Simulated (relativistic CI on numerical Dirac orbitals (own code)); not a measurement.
**A ladder of approximations for the levels of S⁵⁺**

Calculated with a relativistic CI code on KLI orbitals (one set per configuration, finite nucleus), adding one ingredient at a time: step 1, Dirac-Coulomb, each configuration alone; step 2, with Breit and QED terms; step 3, with configuration mixing; step 4, with scaled Slater integrals (0.9); step 5, with a P86 correlation estimate; step 6, tied to the ionisation limit. P86 is a density functional for the correlation energy, evaluated here for each configuration and added to its levels. Step 6 is semi-empirical: configurations made of the next ion and one excited electron move by 2752 cm⁻¹, so that their limit matches the tabulated ionisation energy, and those with a non-penetrating f or g electron also take the P86 value of the least penetrating other one.

CI space (outside the closed core [Ne]): 3s, 3p, 3d, 4s, 4p, 4d, 5s, 5p, 5d, 6s, 6p, 6d, 7s, 7p, 8s, 8p.

Computed minus measured energy above the ground level, in cm⁻¹, for 15 of the 25 excited levels that pair in every step (one J of a term; a digit in brackets numbers repeated terms):

| Configuration | Term | J | Measured | Step 1 | Step 2 | Step 3 | Step 4 | Step 5 | Step 6 |
| --- | --- | --- | --- | --- | --- | --- | --- | --- | --- |
| 3p | 2P° | 1/2 | 105874 | -261 | -297 | -299 | -299 | 54 | 2805 |
| 3d | 2D | 3/2 | 247422 | -469 | -625 | -630 | -630 | -179 | 2572 |
| 4s | 2S | 1/2 | 362989 | -2530 | -2638 | -2633 | -2633 | -2404 | 348 |
| 4p | 2P° | 1/2 | 401169 | -2516 | -2633 | -2629 | -2629 | -2183 | 569 |
| 4d | 2D | 3/2 | 451797 | -2511 | -2671 | -2668 | -2668 | -2428 | 323 |
| 5s | 2S | 1/2 | 504102 | -3344 | -3483 | -3477 | -3477 | -2953 | -201 |
| 5p | 2P° | 1/2 | 522029 | -3305 | -3446 | -3440 | -3440 | -2803 | -51 |
| 5d | 2D | 3/2 | 546048 | -3285 | -3446 | -3437 | -3437 | -2908 | -156 |
| 6s | 2S | 1/2 | 573738 | -3669 | -3819 | -3813 | -3813 | -2968 | -216 |
| 6p | 2P° | 1/2 | 583551 | -3638 | -3789 | -3783 | -3783 | -2858 | -106 |
| 6d | 2D | 3/2 | 596853 | -3625 | -3788 | -3778 | -3778 | -2891 | -139 |
| 7s | 2S | 1/2 | 613199 | -3825 | -3981 | -3976 | -3976 | -2837 | -85 |
| 7p | 2P° | 1/2 | 619143 | -3801 | -3958 | -3952 | -3952 | -2742 | 9 |
| 8s | 2S | 1/2 | 637709 | -3905 | -4064 | -4059 | -4059 | -2647 | 105 |
| 8p | 2P° | 1/2 | 641580 | -3888 | -4047 | -4042 | -4042 | -2567 | 184 |

Mean absolute errors in cm⁻¹, over all paired levels and for the first 12 configurations:

| Configuration, levels | Step 1 | Step 2 | Step 3 | Step 4 | Step 5 | Step 6 |
| --- | --- | --- | --- | --- | --- | --- |
| all, 25 | 2874 | 3020 | 3015 | 3015 | 2284 | 590 |
| 3p, 2 | 247 | 312 | 313 | 313 | 40 | 2791 |
| 3d, 2 | 470 | 635 | 639 | 639 | 189 | 2563 |
| 4s, 1 | 2530 | 2638 | 2633 | 2633 | 2404 | 348 |
| 4p, 2 | 2512 | 2640 | 2636 | 2636 | 2190 | 562 |
| 4d, 2 | 2512 | 2677 | 2674 | 2674 | 2434 | 317 |
| 5s, 1 | 3344 | 3483 | 3477 | 3477 | 2953 | 201 |
| 5p, 2 | 3305 | 3451 | 3445 | 3445 | 2808 | 57 |
| 5d, 2 | 3286 | 3450 | 3441 | 3441 | 2912 | 160 |
| 6s, 1 | 3669 | 3819 | 3813 | 3813 | 2968 | 216 |
| 6p, 2 | 3638 | 3792 | 3786 | 3786 | 2861 | 110 |
| 6d, 2 | 3627 | 3791 | 3782 | 3782 | 2894 | 143 |
| 7s, 1 | 3825 | 3981 | 3976 | 3976 | 2837 | 85 |

Measured levels: NIST levels in Podobedova, Kelleher and Wiese, J. Phys. Chem. Ref. Data 38, 171 (2009).

The mean absolute error is lowest at step 6 (590 cm⁻¹), and the largest single drop is from step 5 to 6 (2284 to 590). Mixing lowers the ground level by 4; relative to it the configurations that move most are 5d by +9, 6d by +9, 5p by +6. The P86 estimate moves 8p by +1474, 8s by +1411, 7p by +1209, and takes the mean absolute error of the excited configurations from 3015 to 2284. Step 6 takes that error from 2284 to 590; the error more than halves for 4s, 4p, 4d, 5s, 5p, 5d, 6s, 6p; it grows for 3p, 3d. The shift fits the limit, so it does little for low levels whose errors differ from those near the limit.
